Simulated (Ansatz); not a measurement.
`[CH3][Al]([NH2])[Cl]` + H₂S → `[NH2][Al]([SH])[Cl]` + CH₄ at 400 K and 1 bar (ligand exchange at the Al–C bond).

Calculated with Ansatz (gas phase, PBE0-D4/def2-TZVP geometries, no zero-point term in ΔE). CBS: MP2 limit from def2 TZ/QZ plus the TZ coupled-cluster correction, frozen cores. This one scheme is used for every species. One conformer a species, not always the lowest.

| species | CCSD(T)/CBS energy (Eh) | H − E (kJ/mol) | S (J/(mol·K)) |
| --- | --- | --- | --- |
| `[CH3][Al]([NH2])[Cl]` | -797.68797 | 197.4 | 375.7 |
| H₂S | -398.97279 | 53.4 | 215.9 |
| `[NH2][Al]([SH])[Cl]` | -1156.24062 | 127.6 | 372.0 |
| CH₄ | -40.46206 | 131.3 | 197.2 |

H − E and S are ideal-gas, rigid-rotor, harmonic terms from PBE0-D4/def2-TZVP, for one conformer and one mirror image of each species. 1 Eh = 2625.50 kJ/mol, R = 8.31446 J/(mol·K).

Task: By hand: ΔE, ΔH, ΔS and ΔG.

Result: ΔE = (-1156.24062) + (-40.46206) − (-797.68797) − (-398.97279) = -0.04192 Eh = -110.1 kJ/mol. Δ(H − E) = 127.6 + 131.3 − 197.4 − 53.4 = 8.1, so ΔH = -102.0 kJ/mol. ΔS = 372.0 + 197.2 − 375.7 − 215.9 = -22.4 J/(mol·K). ΔG = -102.0 − 400 × (-22.4)/1000 = -93.0 kJ/mol.

Task: By hand: the equilibrium constant, and the temperature at which ΔG would vanish if ΔH and ΔS stayed fixed.

Result: log₁₀ K = −ΔG/(RT ln 10) = 12.1. ΔG = 0 at ΔH/ΔS = 4554 K, far beyond where these terms or the molecules hold.

ΔH outweighs TΔS. A doubt of 5 kJ/mol in ΔE shifts log₁₀ K by 0.7 here. Other conformers and mirror images would add mixing entropy, several J/(mol·K) or more a flexible species. Modes under 60 cm⁻¹, often nearly free rotors, make the harmonic entropy too high. These are equilibria of isolated gas molecules and say nothing of rates. Largest T1 diagnostic: 0.010 (customary marks: 0.02 for closed shells, 0.045 for open ones).
